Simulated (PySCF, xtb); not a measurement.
Si(H)(OH)2(SMe) (CH6O2SSi), SMILES S(C)[SiH](O)O. The values are those of a single conformer.

Harmonic wavenumbers (cm⁻¹) from GFN2-xTB (xtb) at its own minimum, in rising order: 56, 100, 137, 194, 209, 231, 275, 316, 514, 654, 681, 725, 774, 806, 863, 945, 952, 961, 1324, 1457, 1462, 2386, 3034, 3038, 3061, 3646, 3672.

Question: What does B3LYP-D3(BJ)/def2-SVP run with PySCF give at its own minimum? (Estimate from the structure and the level; the computed values follow.)

Answer: 59, 105, 150, 188, 235, 260, 333, 398, 524, 698, 731, 788, 842, 876, 910, 956, 966, 976, 1333, 1451, 1464, 2258, 3048, 3149, 3162, 3848, 3873. Paired by order, the mean absolute difference is 51 cm⁻¹ and the zero-point energies are 46.4 and 48.0 kcal/mol.
